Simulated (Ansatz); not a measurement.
A run for Ansatz (a first-principles code): R-wB97X-V/def2-TZVPPD on FH7Si2 (a complex). Files ending in .json are basis or fitting sets from the Basis Set Exchange.

Ansatz 0.2 input:
```yaml
crystal:
  periodic: [false, false, false]
  atoms:
    - {symbol: F, position_ang: [1.45958480, 0.31951535, -0.17441569]}
    - {symbol: H, position_ang: [1.34353286, 0.29973948, 0.74874191]}
    - {symbol: Si, position_ang: [-0.42224677, -0.17064279, 5.23981039]}
    - {symbol: Si, position_ang: [-0.39306729, -0.16977596, 2.89615928]}
    - {symbol: H, position_ang: [-1.76996695, -0.55755153, 5.71966105]}
    - {symbol: H, position_ang: [-0.09492958, 1.18239471, 5.74750020]}
    - {symbol: H, position_ang: [0.57411721, -1.13894779, 5.75482025]}
    - {symbol: H, position_ang: [-0.68295668, -1.51223894, 2.34339411]}
    - {symbol: H, position_ang: [0.97424272, 0.22039609, 2.43984237]}
    - {symbol: H, position_ang: [-1.34854097, 0.81253999, 2.33586499]}
basis:
  gaussian:
    orbitals: def2-TZVPPD.json
hamiltonian:
  xc: {name: wB97X-V}
scf: {lower_state_search: off}
```

Program output:

```
WARN ansatz: RAYON_NUM_THREADS=1 ignored (pool sized by the plan → 1); use --threads N
Functional definition: wB97X-V
these checks for a lower state are left out or cut short: stability, starts, cluster_reference, orbital_swaps, neighbouring_geometries, increment
integrals: 0.25 GiB planned
1240 factors; their error is unknown
integrals: 0.28 GiB planned
374 factors; integrals over basis functions are off by at most 3.1e-5 eV
mean field: 1.79 GiB planned
mean field evaluation 1: about -18582.5304 eV, gradient 3.1e1 eV
mean field evaluation 2: about -18582.7788 eV, gradient 3.5e1 eV
mean field evaluation 4: about -18584.2542 eV, gradient 4.3e-1 eV
mean field evaluation 8: about -18584.2769 eV, gradient 8.4e-3 eV
mean field -18584.27692330 eV, -682.9595800560 hartree, gradient 9.4e-6 eV, S^2 0.000000; 0 other end points of the search recorded, 0 dependent functions left out
reference -18584.27692029 eV, -682.9595799452 hartree; 22, 22 occupied and 233, 233 virtual orbitals, 1240 factors
Total energy: -18584.27692029 eV, -682.9595799452 hartree
Checks for a lower state left out: stability, starts, cluster_reference, orbital_swaps, neighbouring_geometries, increment
```

Self-consistency was reached.

Cost: roughly 13 core-seconds.
